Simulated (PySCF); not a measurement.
## LiI and its ions

r²SCAN; PySCF, scalar-relativistic core potentials, basis sets Li def2-SVPD, I def2-SVPD with ECP28. Neutral (UKS): singlet (closed shell), Re = 2.411 Å, ωe = 484 cm⁻¹, De = 3.88 eV, HOMO -5.49 eV, LUMO -1.31 eV.

LiI⁻ (UKS): doublet (σ ↑), Re = 2.582 Å, ωe = 344 cm⁻¹, De = 1.28 eV to Li + I⁻. The energies at the minima are -305.40095 hartree for LiI and -305.42806 for LiI⁻.

(1) Work out the adiabatic electron affinity, without and with harmonic zero-point energies (1 hartree = 27.2114 eV, 1 eV = 8065.5 cm⁻¹), and the change of the bond length.

Spin–orbit coupling is left out, which matters for elements this heavy, above all for dissociation energies. For an ion De counts to the pair picked by the measured ionisation energies or electron affinities, which need not be the lowest pair at this level. The highest Kohn–Sham level is positive in this anion. Much of that is self-interaction error, but it also means that the finite basis helps to hold the extra electron. States were picked by a PBE0 search and need not be the measured ground states.

Answers

(1) At r²SCAN: 0.02711 hartree = 0.738 eV between the minima; the zero-point term (484.0 − 344.0)/2 cm⁻¹ = +0.009 eV makes it 0.746 eV. Re changes by +17.1 pm against the neutral. The electron enters a σ orbital; in so polar a molecule the change of length follows mostly from the change of the ionic charges.
